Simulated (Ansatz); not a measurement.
Two isomers of C2H9NOSi: A = `CO[SiH](C)N`, B = `C[SiH2]C(N)O`.

Gas-phase electronic energies from Ansatz, PBE0-D4/def2-TZVP geometries. CCSD(T)/CBS adds triple-zeta CCSD(T) − MP2 to the extrapolated MP2 energy (def2 sets, frozen cores). DFT in def2-TZVPP. B3LYP here is the variant with VWN-RPA as its local correlation; programs differ in this. Each species was taken in one conformer, which may not be the lowest.

**Question.** Which isomer does CCSD(T)/CBS put lower? Give the gap. (Estimate.)

**Answer.** The calculation gave: A, by 225.5 kJ/mol.

**Question.** Give E(B) − E(A) in kJ/mol with LDA (SPW92), r2SCAN-D4, BLYP-D4, CCSD/def2-TZVPP, CCSD(T)/def2-SVP, PBE0-D4, B3LYP-D4. (Best estimate.)

**Answer.** The calculation gave: LDA (SPW92) 199.2, r2SCAN-D4 222.6, BLYP-D4 215.6, CCSD/def2-TZVPP 227.1, CCSD(T)/def2-SVP 195.8, PBE0-D4 211.5, B3LYP-D4 223.6. None reverses the order clearly.

**Question.** Does the order hold for the free energy at 298.15 K (harmonic terms from PBE0-D4)? (An estimate is asked.)

**Answer.** Computed: Yes: G(B) − G(A) = +224.7 kJ/mol, for one conformer each.

Largest T1 diagnostic: 0.011.

At CCSD(T), def2-SVP lies −29.6 kJ/mol from the extrapolated value and def2-TZVPP −2.2 kJ/mol. From BLYP to BHLYP (50 % exact exchange), in def2-TZVPP and without D4, E(B) − E(A) moves by +19.2 kJ/mol.
